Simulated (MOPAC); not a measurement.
MOPAC input (PM6):

```
PM6 1SCF CHARGE=-1 GEO-OK AUX(PRECISION=9) THREADS=1
H6N3Si

N    -1.27409500 1    0.90919000 1   -0.58087900 1
Si   -0.03167100 1    0.21042300 1    0.24779900 1
N     1.57595000 1    0.34715400 1   -0.51571900 1
N    -0.40896200 1   -1.51485000 1    0.52638800 1
H    -1.09583900 1    1.83584400 1   -0.95764500 1
H     0.35554800 1    0.60809400 1    1.67134500 1
H     2.27266100 1   -0.27719100 1   -0.12108800 1
H     1.52691500 1    0.16815700 1   -1.51298300 1
H    -0.66124900 1   -1.69716400 1    1.49116700 1
H    -1.20488600 1   -1.77412900 1   -0.04851600 1
```

Output:

```
 *******************************************************************************
 **                                                                           **
 **                              MOPAC v23.2.5                                **
 **                                                                           **
 *******************************************************************************
 ** MOPAC's Digital Object Identifier: https://doi.org/10.5281/zenodo.6511958 **
 **                                                                           **
 ** Please cite the open-source release paper for use of this MOPAC version:  **
 ** J. E. Moussa and J. J. P. Stewart (2026)                                  **
 ** MOPAC: An open-source semiempirical molecular orbital program             **
 ** J. Open Source Softw., 11(119), 8025, https://doi.org/10.21105/joss.08025 **
 *******************************************************************************

                              PM6 CALCULATION RESULTS

 *******************************************************************************
 *  PM6        - The PM6 Hamiltonian to be used
 *  GEO-OK     - OVERRIDE INTERATOMIC DISTANCE AND OTHER SAFETY CHECKS
 *
 *
 *
 *                 CHARGE ON SYSTEM = -1
 *
 *
 *
 *  1SCF       - DO 1 SCF AND THEN STOP
 *  AUX        - OUTPUT AUXILIARY INFORMATION
 *******************************************************************************
PM6 1SCF CHARGE=-1 GEO-OK AUX(PRECISION=9) THREADS=1
 H6N3Si

   ATOM   CHEMICAL          X               Y               Z
  NUMBER   SYMBOL      (ANGSTROMS)     (ANGSTROMS)     (ANGSTROMS)

     1       N         -1.27409500  *   0.90919000  *  -0.58087900  *
     2      Si         -0.03167100  *   0.21042300  *   0.24779900  *
     3       N          1.57595000  *   0.34715400  *  -0.51571900  *
     4       N         -0.40896200  *  -1.51485000  *   0.52638800  *
     5       H         -1.09583900  *   1.83584400  *  -0.95764500  *
     6       H          0.35554800  *   0.60809400  *   1.67134500  *
     7       H          2.27266100  *  -0.27719100  *  -0.12108800  *
     8       H          1.52691500  *   0.16815700  *  -1.51298300  *
     9       H         -0.66124900  *  -1.69716400  *   1.49116700  *
    10       H         -1.20488600  *  -1.77412900  *  -0.04851600  *

          CARTESIAN COORDINATES

    NO.       ATOM           X           Y           Z

     1         N         -1.2741      0.9092     -0.5809
     2        Si         -0.0317      0.2104      0.2478
     3         N          1.5760      0.3472     -0.5157
     4         N         -0.4090     -1.5149      0.5264
     5         H         -1.0958      1.8358     -0.9576
     6         H          0.3555      0.6081      1.6713
     7         H          2.2727     -0.2772     -0.1211
     8         H          1.5269      0.1682     -1.5130
     9         H         -0.6612     -1.6972      1.4912
    10         H         -1.2049     -1.7741     -0.0485

 General Reference for PM6:
 "Optimization of Parameters for Semiempirical Methods V: Modification of NDDO Approximations
 and Application to 70 Elements", J. J. P. Stewart, J. Mol. Mod., 13, 1173-1213 (2007)
 URL: https://link.springer.com/article/10.1007/s00894-007-0233-4

           Empirical Formula: H6 N3 Si  =    10 atoms

      MOLECULAR POINT GROUP   :   C1

      RHF CALCULATION, NO. OF DOUBLY OCCUPIED LEVELS = 13

 -------------------------------------------------------------------------------
 PM6 1SCF CHARGE=-1 GEO-OK AUX(PRECISION=9) THREADS=1
 H6N3Si

     1SCF WAS SPECIFIED, SO BFGS WAS NOT USED
     SCF FIELD WAS ACHIEVED

                              PM6 CALCULATION
                                                       MOPAC v23.2.5 Linux

          FINAL HEAT OF FORMATION =        -41.87930 KCAL/MOL =    -175.22301 KJ/MOL

          COSMO AREA              =        111.84 SQUARE ANGSTROMS
          COSMO VOLUME            =         99.01 CUBIC ANGSTROMS

          IONIZATION POTENTIAL    =          3.958128 EV
          HOMO LUMO ENERGIES (EV) =         -3.958  5.790
          NO. OF FILLED LEVELS    =         13
          MOLECULAR WEIGHT        =         76.1530         POINT GROUP:  C1

          MOLECULAR DIMENSIONS (Angstroms)

            Atom       Atom       Distance
            H     9    H     5     4.32061
            H    10    H     7     3.67443
            H     6    H     8     3.08323

          SCF CALCULATIONS        =          1

   ATOM   CHEMICAL          X               Y               Z
  NUMBER   SYMBOL      (ANGSTROMS)     (ANGSTROMS)     (ANGSTROMS)

     1       N         -1.27409500  *   0.90919000  *  -0.58087900  *
     2      Si         -0.03167100  *   0.21042300  *   0.24779900  *
     3       N          1.57595000  *   0.34715400  *  -0.51571900  *
     4       N         -0.40896200  *  -1.51485000  *   0.52638800  *
     5       H         -1.09583900  *   1.83584400  *  -0.95764500  *
     6       H          0.35554800  *   0.60809400  *   1.67134500  *
     7       H          2.27266100  *  -0.27719100  *  -0.12108800  *
     8       H          1.52691500  *   0.16815700  *  -1.51298300  *
     9       H         -0.66124900  *  -1.69716400  *   1.49116700  *
    10       H         -1.20488600  *  -1.77412900  *  -0.04851600  *

                             CARTESIAN COORDINATES

   1    N       -1.274095000     0.909190000    -0.580879000
   2   Si       -0.031671000     0.210423000     0.247799000
   3    N        1.575950000     0.347154000    -0.515719000
   4    N       -0.408962000    -1.514850000     0.526388000
   5    H       -1.095839000     1.835844000    -0.957645000
   6    H        0.355548000     0.608094000     1.671345000
   7    H        2.272661000    -0.277191000    -0.121088000
   8    H        1.526915000     0.168157000    -1.512983000
   9    H       -0.661249000    -1.697164000     1.491167000
  10    H       -1.204886000    -1.774129000    -0.048516000

           Empirical Formula: H6 N3 Si  =    10 atoms

      MOLECULAR POINT GROUP   :   C1

                  EIGENVALUES
 -25.43356 -25.01781 -21.83685 -12.00998 -11.51878 -11.27897  -8.64176  -8.44720
  -6.34860  -5.35611  -4.89473  -4.09623  -3.95813   5.79024   6.01772   6.75118
   7.17741   7.55284   8.12475   8.87210   9.86510  10.29344  10.70560  10.85783
  11.64919  11.71717  12.65835

              NET ATOMIC CHARGES AND DIPOLE CONTRIBUTIONS

  ATOM NO.   TYPE          CHARGE      No. of ELECS.   s-Pop       p-Pop       d-Pop
    1          N          -0.681536        5.6815     1.66856     4.01297
    2         Si          -0.193033        4.1930     1.05697     1.56992     1.56614
    3          N          -0.573830        5.5738     1.55851     4.01532
    4          N          -0.604067        5.6041     1.57384     4.03023
    5          H           0.221536        0.7785     0.77846
    6          H           0.000510        0.9995     0.99949
    7          H           0.204741        0.7953     0.79526
    8          H           0.203558        0.7964     0.79644
    9          H           0.206915        0.7931     0.79309
   10          H           0.215206        0.7848     0.78479
 DIPOLE           X         Y         Z       TOTAL
 POINT-CHG.     1.628    -1.335     0.353     2.135
 HYBRID         0.274    -0.873    -0.449     1.019
 SUM            1.902    -2.207    -0.096     2.915

          ATOMIC ORBITAL ELECTRON POPULATIONS

     Atom    s        px        py        pz      x^2-y^2     xz        z^2       yz        xy
    1  N   1.66856   1.39772   1.21299   1.40227
    2 Si   1.05697   0.45476   0.47164   0.64352   0.30882   0.31487   0.40100   0.21155   0.32990
    3  N   1.55851   1.31786   1.52695   1.17051
    4  N   1.57384   1.40408   1.46543   1.16072
    5  H   0.77846
    6  H   0.99949
    7  H   0.79526
    8  H   0.79644
    9  H   0.79309
   10  H   0.78479

 **********************
 *                    *
 * JOB ENDED NORMALLY *
 *                    *
 **********************

 == MOPAC DONE ==
```

The dipole moment of an ion depends on the origin.

The geometry given is a B3LYP-D3(BJ)/def2-TZVP minimum.
